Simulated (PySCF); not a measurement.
GeH3, SMILES [GeH3] (connectivity only; charge and spin as stated), charge +1, multiplicity 1. Atoms are numbered in the order given.

```xyz
4

Ge     0.0000     0.0000     0.0000
H      1.5224     0.0000     0.0000
H     -0.7612    -1.3185     0.0000
H     -0.7612     1.3185     0.0000
```
Charge +1, spin multiplicity 1.

Geometry: PBE0-D3(BJ)/def2-TZVPD. The multiplicity is an assumed one; other spin states were not compared. The isomer is the one that the SMILES or the coordinates give; other isomers of the formula were not compared.

Method: B3LYP/def2-TZVPD run with PySCF.

Symmetry labels are those of the subgroup C2v that the program uses (full group D3h).

Computed valence orbital energies around the gap with their symmetry:
```json
[
 {"orbital": "HOMO−7", "symmetry": "A1", "energy (eV)": "-41.87"},
 {"orbital": "HOMO−6", "symmetry": "B2", "energy (eV)": "-41.71"},
 {"orbital": "HOMO−5", "symmetry": "A2", "energy (eV)": "-41.71"},
 {"orbital": "HOMO−4", "symmetry": "A1", "energy (eV)": "-41.40"},
 {"orbital": "HOMO−3", "symmetry": "B1", "energy (eV)": "-41.40"},
 {"orbital": "HOMO−2", "symmetry": "A1", "energy (eV)": "-22.67"},
 {"orbital": "HOMO−1", "symmetry": "B1", "energy (eV)": "-17.09"},
 {"orbital": "HOMO", "symmetry": "A1", "energy (eV)": "-17.09"},
 {"orbital": "LUMO", "symmetry": "B2", "energy (eV)": "-10.42"},
 {"orbital": "LUMO+1", "symmetry": "A1", "energy (eV)": "-6.74"},
 {"orbital": "LUMO+2", "symmetry": "A1", "energy (eV)": "-4.98"},
 {"orbital": "LUMO+3", "symmetry": "B1", "energy (eV)": "-4.98"}
]
```
